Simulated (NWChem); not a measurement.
Molecule: SiCl2, singlet; SMILES Cl[Si]Cl

All runs: NWChem. Low-valent species are run as closed-shell singlets; no triplet was tried in these runs. Structure relaxed at the PBE0/def2-SVP level. Level: PBE0/def2-SVP with SMD (1 M gas to 1 M solution), gas-phase geometry. Reactions with the solvent are ignored.

Q: Predict the results for solvent water. Quantities: solvation free energy (kcal/mol); cavity-dispersion-structure term (kcal/mol); dipole in solution (D).

A: 
```json
{
 "solvation free energy (kcal/mol)": "-0.7",
 "cavity-dispersion-structure term (kcal/mol)": "0.7",
 "dipole in solution (D)": "1.25"
}
```
